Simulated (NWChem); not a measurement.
System: CH₃BeCl; SMILES [CH3][Be][Cl]

Input file for NWChem:

```
start job
memory heap 200 mb stack 900 mb global 1100 mb
geometry units angstroms noautosym nocenter noautoz
  Be     0.000000     0.000000     0.493469
  Cl     0.000000     0.000000    -1.319757
  C      0.000000     0.000000     2.171147
  H     -0.890179    -0.495187     2.581625
  H      0.016245     1.018511     2.581625
  H      0.873934    -0.523324     2.581625
end
basis spherical
  * library def2-tzvp
end
dft
  xc b3lyp
  iterations 150
end
tddft
  cis
  ecut -98.0
  nroots 6
  notriplet
end
task tddft energy
```

All runs use the structure optimised with B3LYP/6-31G* (spherical d).

Core excitations by TDA in a window of 1s orbitals, non-relativistic and unshifted: absolute energies depend strongly on the exact-exchange share.

Q: What results follow from this input? (B3LYP/def2-TZVP, restricted-window TDA.) Quantities: first 1s excitation (eV); dipole oscillator strength of the first.

A: The first 1s excitation (eV) is 2760.7. The dipole oscillator strength of the first is 0.0013.
